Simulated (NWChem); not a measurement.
System: C$_{3}$H$_{6}$Se; SMILES C=C[Se]C

Input file for NWChem:

```
start job
memory heap 200 mb stack 900 mb global 1100 mb
geometry units angstroms noautoz
  C     -0.108347    -2.414917     0.100238
  C     -0.582995    -1.198227    -0.176896
  Se     0.452079     0.384607    -0.149381
  C     -1.004385     1.648081     0.083695
  H      0.921425    -2.580641     0.430252
  H     -0.747942    -3.295353    -0.006532
  H     -1.621599    -1.058954    -0.498948
  H     -1.742081     1.537225    -0.722885
  H     -0.563591     2.652417     0.026255
  H     -1.484483     1.518857     1.062467
end
basis spherical
  C library sto-3g
  Se library sto-3g
  H library sto-3g
end
dft
  xc pbe0
  iterations 150
  mulliken
end
task dft energy
```

Structure relaxed at the PBE0/def2-SVP level.

Problem. Give the results of this calculation. (PBE0/STO-3G.) Quantities: basis functions; energy (Ha); highest occupied level (eV); orbital gap (eV); dipole (D).

Solution. 
```
Property                        Value
---------------------------  --------
number of basis functions          39
energy (Ha)                  -2491.01
highest occupied level (eV)     -3.76
orbital gap (eV)                 7.33
dipole (D)                       1.45
```
